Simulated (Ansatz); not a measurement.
CH₃BFO, SMILES `CB([O])F` radical. Charge 0, multiplicity 2.

Cartesian coordinates in Å:
```
C -0.0979 -0.5295 -0.4481
B 0.1243 0.6629 0.5511
O 0.6448 1.7879 0.0498
F -0.1853 0.5754 1.8414
H 0.1984 -0.3101 -1.4725
H 0.4744 -1.3898 -0.0884
H -1.1586 -0.7968 -0.4333
```

Question: Give the diagnostics of a CCSD(T)/def2-TZVPP run (frozen core, Ansatz 0.2.0). (Best estimate.)

Answer: Computed: T1 = 0.0183, largest single amplitude 0.070, largest double 0.017, (T) share of the correlation energy 3.2 %, 14 CCSD cycles. ⟨S²⟩ of the UHF reference is 0.759 against 0.75 for a pure state. T1 lies under the customary mark of 0.045 for open shells.
